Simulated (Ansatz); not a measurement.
Relaxation of AlF2HSe (5 atoms, charge 0, multiplicity 1), to a largest force component of 0.02 eV/Å in at most 50 steps.

These are results of RHF/def2-SVP in Ansatz 0.2.0, not measurements.

```xyz
5
Properties=species:S:1:pos:R:3:forces:R:3
F 1.050 0.108 1.943 -1.56 -1.44 -3.56
Al 0.318 -0.461 0.379 2.70 -1.07 1.22
F 1.111 -1.798 -0.511 -1.50 2.75 2.05
Se -1.599 0.535 -0.532 0.67 0.34 -0.17
H -0.830 1.543 -1.321 -0.32 -0.58 0.46
```

Q: Where does it end, and by what steps?

A: The forces met the threshold. After 11 steps the energy has fallen by 1.018 eV; H5 moved furthest, 0.91 Å.

```tsv
step	energy less start (eV)	largest force component (eV/Å)	accepted
0	0.0000	3.560	yes
1	-0.5420	2.141	yes
2	-0.7315	1.376	yes
3	-0.7757	0.505	yes
4	-0.8006	0.310	yes
5	-0.8026	1.085	yes
6	-0.9065	0.398	yes
7	-0.9787	0.298	yes
8	-1.0136	0.275	yes
9	-1.0137	0.270	yes
10	-1.0177	0.025	yes
11	-1.0177	0.005	yes
```

```xyz
5
Properties=species:S:1:pos:R:3
F 1.107 0.357 1.406
Al 0.403 -0.505 0.202
F 0.867 -2.061 -0.016
Se -1.191 0.422 -1.154
H -1.137 1.713 -0.480
```

Whether the end is a true minimum wasn't checked by a vibrational analysis.

Time of the run: 10 s on 1 CPU thread of a shared host.
